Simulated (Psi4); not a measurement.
H2Si (SMILES [SiH2]), triplet, geometry from GFN2-xTB; CCSD(T)/def2-SVPD (Psi4).

Input for Psi4:
```
memory 2 GB

molecule {
0 3
Si   -0.00166170    0.08538378    0.00495698
H    -1.25761844   -0.62511866    0.01233517
H     1.28088231   -0.57025423   -0.08173290
}

set {
  basis def2-svpd
  reference uhf
}

energy('ccsd(t)')
print_variables()
```

It wrote (shortened):

```
   => Loading Basis Set <=

    Name: DEF2-SVPD
    Role: ORBITAL
    Keyword: BASIS

         ---------------------------------------------------------
                                   SCF
               by Justin Turney, Rob Parrish, Andy Simmonett
                          and Daniel G. A. Smith
                              UHF Reference
         ---------------------------------------------------------

  ==> Geometry <==

    Molecular point group: cs
    Full point group: Cs

    Geometry (in Angstrom), charge = 0, multiplicity = 3:

       Center              X                  Y                   Z               Mass
    ------------   -----------------  -----------------  -----------------  -----------------
         SI           0.045982993597     0.000894050987     0.000000000000    27.976926534650
         H           -0.662933360889     1.257768384414     0.000000000000     1.007825032230
         H           -0.613541019647    -1.282586976918     0.000000000000     1.007825032230

  Running in cs symmetry.

  Rotational constants: A =     19.14429  B =      5.18189  C =      4.07806 [cm^-1]
  Rotational constants: A = 573931.32283  B = 155349.17867  C = 122257.15542 [MHz]
  Nuclear repulsion =   10.476319240267852

  Charge       = 0
  Multiplicity = 3
  Electrons    = 16
  Nalpha       = 9
  Nbeta        = 7

  ==> Algorithm <==

  SCF Algorithm Type is PK.
  DIIS enabled.
  MOM disabled.
  Fractional occupation disabled.
  Guess Type is SAD.
  Energy threshold   = 1.00e-08
  Density threshold  = 1.00e-08
  Integral threshold = 1.00e-12

  ==> Primary Basis <==

  Basis Set: DEF2-SVPD
    Blend: DEF2-SVPD
    Number of shells: 18
    Number of basis functions: 40
    Number of Cartesian functions: 42
    Spherical Harmonics?: true
    Max angular momentum: 2

  ==> Integral Setup <==

  Using in-core PK algorithm.
   Calculation information:
      Number of atoms:                   3
      Number of AO shells:              18
      Number of primitives:             32
      Number of atomic orbitals:        42
      Number of basis functions:        40

      Integral cutoff                 1.00e-12
      Number of threads:                 1

  Performing in-core PK
  Using 673220 doubles for integral storage.
  We computed 14706 shell quartets total.
  Whereas there are 14706 unique shell quartets.

  ==> DiskJK: Disk-Based J/K Matrices <==

    J tasked:                  Yes
    K tasked:                  Yes
    wK tasked:                  No
    Schwarz Cutoff:          1E-12

  Minimum eigenvalue in the overlap matrix is 1.4393153635E-03.
  Reciprocal condition number of the overlap matrix is 3.0493339898E-04.
    Using symmetric orthogonalization.

  ==> Pre-Iterations <==

  SCF Guess: Superposition of Atomic Densities via on-the-fly atomic UHF (no occupation information).

   -------------------------
    Irrep   Nso     Nmo
   -------------------------
     A'        29      29
     A"        11      11
   -------------------------
    Total      40      40
   -------------------------

  ==> Iterations <==

                        Total Energy        Delta E     RMS |[F,P]|

   @UHF iter SAD:  -289.39702838682757   -2.89397e+02   0.00000e+00
   @UHF iter   1:  -289.90217929419816   -5.05151e-01   3.15131e-03 DIIS/ADIIS
   @UHF iter   2:  -289.91615350849082   -1.39742e-02   1.20077e-03 DIIS/ADIIS
   @UHF iter   3:  -289.91910050686647   -2.94700e-03   3.17142e-04 DIIS/ADIIS
   @UHF iter   4:  -289.91936183618407   -2.61329e-04   9.21245e-05 DIIS
   @UHF iter   5:  -289.91938681534532   -2.49792e-05   3.42225e-05 DIIS
   @UHF iter   6:  -289.91939025240333   -3.43706e-06   9.16303e-06 DIIS
   @UHF iter   7:  -289.91939043776296   -1.85360e-07   1.90007e-06 DIIS
   @UHF iter   8:  -289.91939044451726   -6.75431e-09   5.48065e-07 DIIS
   @UHF iter   9:  -289.91939044525600   -7.38737e-10   1.70601e-07 DIIS
   @UHF iter  10:  -289.91939044533189   -7.58860e-11   6.11255e-08 DIIS
[...]
  @UHF Final Energy:  -289.91939044534365
    Total Energy =                       -289.9193904453436517
[...]
              4   6         0.0161966057
              4   1         0.0107777330
              4  11         0.0064917850
              4  16        -0.0064078911
              5  18        -0.0055974506
              5   5        -0.0044039534
              4  17        -0.0039867560
              4   7         0.0039091351

    Largest TIJAB Amplitudes:
      8   5  23   1         0.0297294901
      8   6  22   3         0.0293594946
      8   6  23   2        -0.0244343776
      8   6  22   1        -0.0193982088
      8   5  28   1         0.0180311605
      8   6  27   3        -0.0179988645
      8   6  27  13        -0.0177961446
      6   5   2   1         0.0175168230
      8   6  22  13         0.0169558848
      6   5   3   2        -0.0154155273

    Largest Tijab Amplitudes:
      5   4  24  23        -0.0063429337
      5   4   8   0        -0.0063388404
      5   4   5   2        -0.0062658414
      5   4   3   0        -0.0060423377
      5   4   7   5         0.0056679041
      5   4  29  23        -0.0052823780
      5   4  27  23        -0.0049985266
      5   4  12   5         0.0044228665
      5   4  13  11        -0.0041049617
      5   4  15  12         0.0037190807

    Largest TIjAb Amplitudes:
      8   4   1  23        -0.0431890350
      5   5   1   2        -0.0286081050
      8   4  22   0         0.0278300225
      5   4   2   0        -0.0223135016
      5   5   1   6        -0.0220744502
      6   4   3   0        -0.0220157524
      6   5   2   2         0.0212813315
      6   4  22  23         0.0211361275
      8   4  27   0        -0.0209813237
      5   4   7   0        -0.0202112993

    SCF energy       (wfn)                    = -289.919390445343652
    Reference energy (file100)                = -289.919390445343595

    Opposite-spin MP2 correlation energy      =   -0.068211417270527
    Same-spin MP2 correlation energy          =   -0.016272627510700
    Singles MP2 correlation energy            =   -0.000000000000000
    MP2 correlation energy                    =   -0.084484044781228
      * MP2 total energy                      = -290.003874490124815

    Opposite-spin CCSD correlation energy     =   -0.087166060115301
    Same-spin CCSD correlation energy         =   -0.019144510449637
    Singles CCSD correlation energy           =    0.000000000000000
    CCSD correlation energy                   =   -0.106310570564938
      * CCSD total energy                     = -290.025701015908510

            **************************
            *                        *
            *        CCTRIPLES       *
            *                        *
            **************************

    Wave function   =    CCSD_T
    Reference wfn   =      UHF

    Nuclear Rep. energy (wfn)                =   10.476319240267852
    SCF energy          (wfn)                = -289.919390445343652
    Reference energy    (file100)            = -289.919390445343595
    CCSD energy         (file100)            =   -0.106310570564938
    Total CCSD energy   (file100)            = -290.025701015908510

    Number of ijk index combinations:
    Spin Case AAA:                                  84
    Spin Case BBB:                                  35
    Spin Case AAB:                                 252
    Spin Case ABB:                                 189
    AAA (T) energy                             =   -0.000116245028537
    BBB (T) energy                             =   -0.000007294780675
    AAB (T) energy                             =   -0.001813913357282
    ABB (T) energy                             =   -0.000452927439746
    (T) energy                                   =   -0.002390380606240
      * CCSD(T) total energy                     = -290.028091396514753

  Variable Map:
  ----------------------------------------------------------------------------
[...]
  Array Variable Map:
  ----------------------------------------------------------------------------
[...]
[...]
```
